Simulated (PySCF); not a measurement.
Two-component Hartree-Fock for Ir (iridium, neutral)

Start: [Xe] 4f14 5d7 6s2; 5d3/2 filled at m_j = +1/2, +3/2; 5d5/2 filled at m_j = -3/2, -1/2, +1/2, +3/2, +5/2. Calculated with PySCF 2.14 in x2c-SVPall-2c with one added diffuse shell each of s, d type (8s9p10d2f, 99 functions): generalised Hartree-Fock with the X2C-1e Hamiltonian and a Gaussian nucleus; one run each with spin-orbit coupling (SO) switched off, then screened by Boettger's factors. This is a chosen level, not necessarily the ground level.

```tsv
spinor shell	electrons	ε, spin-free (eV)	ε, screened SO (eV)	weight of nominal j (screened SO)	rms radius, screened SO (bohr)
1s1/2	2	-76530.1	-76503.5	1.000	0.0197
2s1/2	2	-13536.2	-13527.8	1.000	0.0796
2p1/2	2	-11768.7	-12937.0	1.000	0.0675
2p3/2	4	-11768.7	-11303.4	1.000	0.0752
3s1/2	2	-3232.5	-3229.6	1.000	0.203
3p1/2	2	-2707.1	-2965.5	1.000	0.195
3p3/2	4	-2707.1	-2601.9	1.000	0.210
3d3/2	4	-2120.2	-2164.6	1.000	0.186
3d5/2	6	-2120.2	-2087.6	1.000	0.189
4s1/2	2	-724.91	-723.88	1.000	0.450
4p1/2	2	-549.52	-611.11	1.000	0.456
4p3/2	4	-549.52	-524.06	1.000	0.489
4d3/2	4	-329.48	-338.67	1.000	0.508
4d5/2	6	-329.48	-322.15	1.000	0.519
5s1/2	2	-115.68	-115.41	1.000	1.05
4f5/2	6	-82.735	-84.041	0.996	0.586
4f7/2	8	-82.735	-80.776	0.997	0.587
5p1/2	2	-67.340	-78.087	0.984	1.19
5p3/2	4	-67.340	-62.513	0.992	1.24
5d3/2	2	-13.354	-14.132	0.602	1.80
5d5/2	5	-13.354	-13.061	0.483	1.83
6s1/2	2	-8.147	-8.113	0.995	3.33
```

```json
{"quantity": "E (hartree)", "spin-free": "-17813.36179", "screened SO": "-17837.89964"}
{"quantity": "M_J", "spin-free": "9/2", "screened SO": "9/2"}
{"quantity": "⟨J²⟩", "spin-free": "24.772", "screened SO": "24.772"}
{"quantity": "⟨L²⟩", "spin-free": "12.005", "screened SO": "13.107"}
{"quantity": "⟨S²⟩", "spin-free": "3.768", "screened SO": "3.529"}
```

Each row is a mean over spinors that exchange with the open shell spreads, by up to 7.065 eV (5p3/2).

Rows whose weight is well below 1 are mixtures of j = l ± 1/2: exchange outweighs spin-orbit coupling there, and the label is only the starting occupation.

Breit and QED terms are absent; they matter most for the inner s and p1/2 levels.

Densities and radii are taken from the X2C orbitals without a picture-change correction, which distorts them close to the nucleus.

Without spin-orbit coupling the j labels of p, d and f shells carry no meaning; the spin-free column gives the mean over the occupied spinors of each nl shell.
